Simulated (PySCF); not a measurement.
**Spin-rotation constants: `CC[C@@]1(Br)C[C@@H]1O`, C₅H₉BrO**

Geometry (Å), atoms numbered from 1 in this order:
```xyz
16

C    -2.1049    0.0015    0.0605
C    -0.8752    0.7457    0.5713
C     0.3748    0.3452   -0.1703
Br    0.3505    0.9042   -2.0392
C     1.7303    0.3678    0.4849
C     1.0885   -0.9451    0.1116
O     1.6004   -1.7591   -0.8745
H    -1.9686   -1.0728    0.1656
H    -2.2799    0.2248   -0.9898
H    -2.9854    0.2988    0.6241
H    -1.0261    1.8243    0.4705
H    -0.7261    0.5260    1.6318
H     2.5740    0.6997   -0.1023
H     1.7886    0.6469    1.5260
H     0.6901   -1.5609    0.9102
H     1.7614   -1.2379   -1.6737
```

Computed with GIAO B3LYP/pcSseg-1 magnetisability, rotational g tensor and spin-rotation constants, non-relativistic, gas phase (PySCF). Geometry: GFN2-xTB.

The calculation is non-relativistic, which matters for the atoms heavier than Zn.

Q: Give the nuclear spin-rotation constants along the inertial axes (H = +C I·J) beside the isotropic shieldings.

A: Rotational constants 1.8558, 1.6530, 1.1315 GHz. A star marks the isotopologue with that one atom substituted, in its own axes.
| atom | isotope | Caa (kHz) | Cbb (kHz) | Ccc (kHz) | mean (kHz) | σ (ppm) |
| --- | --- | --- | --- | --- | --- | --- |
| Br4 | 79Br | 0.597 | 2.876 | 2.301 | 1.925 | 2229.2 |
| H8 | 1H | -0.124 | -0.148 | -0.051 | -0.108 | 30.8 |
| H9 | 1H | 0.018 | -0.180 | -0.101 | -0.088 | 30.1 |
| H10 | 1H | -0.196 | 0.026 | -0.127 | -0.099 | 30.8 |
| H11 | 1H | -0.100 | -0.132 | -0.052 | -0.095 | 29.4 |
| H12 | 1H | 0.018 | -0.183 | -0.121 | -0.095 | 30.8 |
| H13 | 1H | -0.157 | -0.067 | -0.103 | -0.109 | 31.1 |
| H14 | 1H | -0.114 | -0.175 | -0.052 | -0.114 | 31.0 |
| H15 | 1H | 0.043 | -0.158 | -0.111 | -0.075 | 28.7 |
| H16 | 1H | -0.016 | -0.196 | -0.128 | -0.114 | 30.6 |
| C1 | 13C* | 0.284 | 0.235 | 0.151 | 0.224 | 167.4 |
| C2 | 13C* | 0.325 | 0.275 | 0.233 | 0.278 | 141.7 |
| C3 | 13C* | 0.296 | 0.432 | 0.287 | 0.339 | 113.7 |
| C5 | 13C* | 0.259 | 0.215 | 0.256 | 0.243 | 153.0 |
| C6 | 13C* | 0.424 | 0.264 | 0.269 | 0.319 | 123.5 |
| O7 | 17O* | -0.081 | -0.200 | -0.125 | -0.135 | 284.5 |

For the geometry as given, no vibrational averaging.

Q: How do the rotational constants and the g tensor change when H8, H9, H10, H11, H12, H13, H14, H15, H16 are replaced by deuterium?

A: Constants 1.5766, 1.4823, 1.0083 GHz; g -0.0031, -0.0034, -0.0025, against -0.0044, -0.0029, -0.0028 before.
